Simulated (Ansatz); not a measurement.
Job for Ansatz (a first-principles code): U-B3LYP/cc-pV(T+d)Z on F2Si (SMILES F[Si]F), a point of a bond scan (R = 2.172 Å). Files ending in .json are basis or fitting sets from the Basis Set Exchange.

Ansatz 0.2 input:
```yaml
crystal:
  periodic: [false, false, false]
  atoms:
    - {symbol: Si, position_ang: [0.01300632, 0.00212733, 0.57701376]}
    - {symbol: F, position_ang: [1.36099903, -0.94983957, -0.83541676]}
    - {symbol: F, position_ang: [-1.03175149, 0.69972417, -0.42834589]}
basis:
  gaussian:
    orbitals: cc-pV_T+d_Z.json
hamiltonian:
  xc: {name: B3LYP}
magnetization: {spin_polarized: true, initial_magnetization: 0}
```

The log:

```
WARN ansatz: RAYON_NUM_THREADS=1 ignored (pool sized by the plan → 1); use --threads N
Functional definition: B3LYP
integrals: 0.02 GiB planned
609 factors; their error is unknown
mean field: 0.31 GiB planned
mean field evaluation 1: about -13309.6988 eV, gradient 4.0e1 eV
mean field evaluation 2: about -13163.7437 eV, gradient 1.8e2 eV
mean field evaluation 4: about -13314.3271 eV, gradient 1.6e1 eV
mean field evaluation 8: about -13315.0161 eV, gradient 9.1e-2 eV
mean field evaluation 16: about -13315.0161 eV, gradient 2.1e-5 eV
mean field -13315.01614383 eV, -489.3178180436 hartree, gradient 2.1e-5 eV, S^2 0.000000; 0 other end points of the search recorded, 0 dependent functions left out
reference -13315.01631218 eV, -489.3178242302 hartree; 16, 16 occupied and 83, 83 virtual orbitals, 609 factors
Total energy: -13315.01631218 eV, -489.3178242302 hartree
```

The calculation finished and met its thresholds.

Cost: very roughly 1.2 core-seconds.
